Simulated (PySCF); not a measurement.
# SMILES FC(B1OC(=O)C(=O)O1)(F)F, C₃BF₃O₄

Cartesian coordinates in Å; atom numbers follow the order of the lines, from 1:
```xyz
11

O     2.6024    1.5929   -0.3591
C     1.7213    0.8231   -0.1992
O     0.3838    1.1264   -0.2345
B    -0.3246   -0.0133   -0.0112
C    -1.9521   -0.0665    0.0520
F    -2.4562   -1.2411   -0.3555
F    -2.4004    0.1207    1.3075
F    -2.5409    0.8749   -0.7007
O     0.4708   -1.1002    0.1804
C     1.7811   -0.7041    0.0872
O     2.7201   -1.4100    0.2072
```

Computed, not measured: PySCF 2.14.0, quadratic response BHandHLYP/def2-SVPD first hyperpolarisability, Taylor convention, gas phase. Geometry: GFN2-xTB.

**Question.** Give the tensor of the second harmonic β(−2ω;ω,ω) at 800 nm in the axes of these coordinates.

**Answer.** In au, Taylor convention; rows are the first index (the induced dipole):
|  | xx | yy | zz | xy | xz | yz |
| --- | --- | --- | --- | --- | --- | --- |
| x | -48.2 | +45.7 | -5.9 | -4.7 | +4.9 | -9.7 |
| y | -4.7 | +2.6 | +2.7 | +44.9 | -9.7 | -5.7 |
| z | +4.9 | -5.7 | +6.6 | -9.7 | -6.8 | +2.7 |

Norm of βᵢ = ⅓ Σⱼ (βᵢⱼⱼ + βⱼᵢⱼ + βⱼⱼᵢ): 11.1 au, hyper-Rayleigh value 30.1 au.
